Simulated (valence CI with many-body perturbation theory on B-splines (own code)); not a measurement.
Results of a calculation; reference values are marked as such.
Rh²³⁺: configurations and terms from energies and g

Method: valence CI with perturbative core correlation (CI+MBPT): four valence electrons over a frozen Dirac-Fock core [Ar], a basis of 9 s, 9 p, 10 d, 8 f, 5 g, 3 h, 1 i functions for each j, with the one-electron correlation potential Σ1, the two-electron term Σ2, the three-electron term Σ3, Breit, model QED; selected CI, second order for the rest (own B-spline code, finite nucleus).

No measured levels were compared; by estimate terms of the open shell hold to 2 to 4 % of their energy, and close levels can change places. Core correlation moves these levels by up to 9700 cm⁻¹, and in measured spectra 5 to 20 % of such shifts remained as error; rates that hang on mixing are uncertain with them. Only levels of the ground parity were solved; by the run's estimate the other parity begins above the list, which can be wrong where configurations are misplaced.

```
No.  J  Parity  E (eV)      g
  2  1    even   2.378  1.496
  3  2    even   4.467  1.475
  4  3    even   6.122  1.457
  5  4    even   7.237  1.408
  9  5    even  15.046  1.069
 10  2    even  15.060  0.789
 11  1    even  15.168  1.393
 12  6    even  16.239  1.123
 18  5    even  21.858  1.158
 20  6    even  23.160  1.037
 21  1    even  23.226  0.618
```

Energies count from the lowest level. Strongly mixed levels and levels close to another of their J and parity, and those with J = 0 are left out, so the numbers can have gaps.

**Question.** Give configuration and LS term of each level.

**Answer.** 2: 3d4 5D; 3: 3d4 5D; 4: 3d4 5D; 5: 3d4 5D; 9: 3d4 3H; 10: 3d4 3F; 11: 3d4 3P; 12: 3d4 3H; 18: 3d4 3G; 20: 3d4 1I; 21: 3d4 3D.
